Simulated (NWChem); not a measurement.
# H2TeO; SMILES [TeH]O

Results from NWChem. The geometry was optimised at PBE-D3(BJ)/def2-SVP. def2 effective core potentials on Te; no spin-orbit coupling. Vertical excitations in the gas phase; the lowest state need not have the same character in each row.

For level B3LYP/def2-SVP, full TDDFT:

- lowest excitation, singlet (eV): 3.05
- lowest state with f > 0.02, singlet (eV): 6.73
- oscillator strength of that bright state: 0.063
- orbital gap (eV): 4.16

Problem. How do the values read with level Hartree-Fock/def2-SVP, TDHF instead?

Solution. The lowest excitation, singlet (eV) is 3.44, the lowest state with f > 0.02, singlet (eV) comes out as 7.93 and the oscillator strength of that bright state is 0.253. The orbital gap (eV) is 10.59.
